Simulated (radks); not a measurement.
Results of a calculation; reference values are marked as such.
Task: The nitrogen ion N3+, [He] 2s2. Code: a radial shooting solver on a logarithmic mesh with Libxc functionals. Model: non-relativistic Kohn-Sham, exchange-only LDA, spin-polarised, spherical densities, point nucleus. Every spin shell is full or empty, so the densities are truly spherical. Functionals are evaluated on that one density, not self-consistently. Rank these orbital-free kinetic functionals by their error against the exact value of the orbitals, and give that value: Thomas-Fermi, TF + vW/9, TF + vW/5, revAPBEK, Pearson, LKT, PG1, Ernzerhof.

Result: Exact: 50.4283 hartree. From best to worst, with 100 (|E| - |E exact|)/|E exact| (equal figures are ties): revAPBEK +0.21, TF + vW/9 -0.63, Ernzerhof +1.33, Pearson -4.72, TF + vW/5 +7.36, Thomas-Fermi -10.61, PG1 +43.79, LKT +51.04.
